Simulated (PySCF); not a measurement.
## Mayer bond orders and bond lengths

Species: C7H15OP.
SMILES with atom numbers: `[CH3:1][C@@H:2]1[CH2:3][CH2:4][CH2:5][P@:6]([CH3:7])(=[O:8])[CH2:9]1` (hydrogens: H10, H11, H12 on C1; H13 on C2; H14, H15 on C3; H16, H17 on C4; H18, H19 on C5; H20, H21, H22 on C7; H23, H24 on C9)

Structure used (GFN2-xTB), in Å, numbered top down from 1:
```
atom  x, y, z in Å
C1    -2.3321   -1.4017   -0.1592
C2    -1.0074   -0.6925    0.1181
C3    -1.2578    0.7028    0.6947
C4     0.0170    1.3902    1.1789
C5     0.9580    1.7228    0.0305
P6     1.4178    0.2513   -0.9642
C7     2.4541   -0.8047    0.1207
O8     2.0798    0.5740   -2.2353
C9    -0.1868   -0.6127   -1.1641
H10   -2.9243   -0.8346   -0.8741
H11   -2.1559   -2.3925   -0.5716
H12   -2.9105   -1.5095    0.7557
H13   -0.4527   -1.2783    0.8591
H14   -1.7388    1.3248   -0.0643
H15   -1.9490    0.6143    1.5365
H16    0.5239    0.7429    1.8980
H17   -0.2495    2.3135    1.7014
H18    1.8786    2.1922    0.3873
H19    0.4868    2.4176   -0.6711
H20    1.9827   -1.0487    1.0666
H21    3.3865   -0.2706    0.2960
H22    2.6773   -1.7170   -0.4295
H23    0.0187   -1.6082   -1.5680
H24   -0.7281   -0.0556   -1.9349
```

Bond orders from the PBE0/pcSseg-1 density (PySCF). The structure is a single GFN2-xTB conformer in the gas phase; no vibrational or solvent corrections.

How far do the computed orders between heavy atoms stray from the drawn ones?

The largest departure is 0.133, at P6–O8 (drawn double, 1.867).

Give the Mayer order of every bond between heavy atoms, beside its length.

```
 bond  drawn as  length (Å)  Mayer order
C1–C2    single       1.528        1.054
C2–C3    single       1.530        0.994
C3–C4    single       1.527        1.041
C4–C5    single       1.521        1.011
C5–P6    single       1.835        0.913
P6–C7    single       1.835        0.957
P6–O8    double       1.469        1.867
P6–C9    single       1.833        0.903
C9–C2    single       1.524        0.976
```

Bonds between the same two heavy elements. C–C: lowest C9–C2 (0.976, 1.524 Å), highest C1–C2 (1.054, 1.528 Å); in 3 of the 10 pairs the longer bond (by over 0.003 Å) has the higher order (by 0.02 or more). C–P: lowest P6–C9 (0.903, 1.833 Å), highest P6–C7 (0.957, 1.835 Å).

And the bonds to hydrogen?

C–H: 0.93 to 0.96 (15 bonds).

Sum the orders of all bonds at each heavy atom with more than one neighbour and set the sums beside the valence in the SMILES.

C1 3.945 (drawn 4), C2 3.957 (drawn 4), C3 3.929 (drawn 4), C4 3.946 (drawn 4), C5 3.796 (drawn 4), P6 4.640 (drawn 5), C7 3.784 (drawn 4), C9 3.748 (drawn 4). Orders between atoms that aren't bonded are not in these sums.

The Mayer order sums products of elements of PS (density times overlap matrix) between the two atoms' basis functions, so it depends on the basis set.
